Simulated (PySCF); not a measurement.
BBr₂, SMILES Br[B+]Br, charge +1.

The structure is a stationary point at TPSSh-D3(BJ)/def2-TZVP.

Computed with TPSSh-D3(BJ)/def2-TZVP (PySCF).

Frequencies are harmonic and unscaled.

Modes within 1.5 cm⁻¹ of each other (mostly degenerate sets) share a row, with their intensities summed.

Give all harmonic wavenumbers and intensities. (An estimate is asked for; the answer gives what the named calculation found.)


| mode | ν (cm⁻¹) | IR (km/mol) | moving atoms (share of kinetic energy) |
|---|---|---|---|
| 1–2 | 276 | 11.5 | B 94 % |
| 3 | 332 | 0.0 | Br 100 % |
| 4 | 1272 | 492.2 | B 94 % |
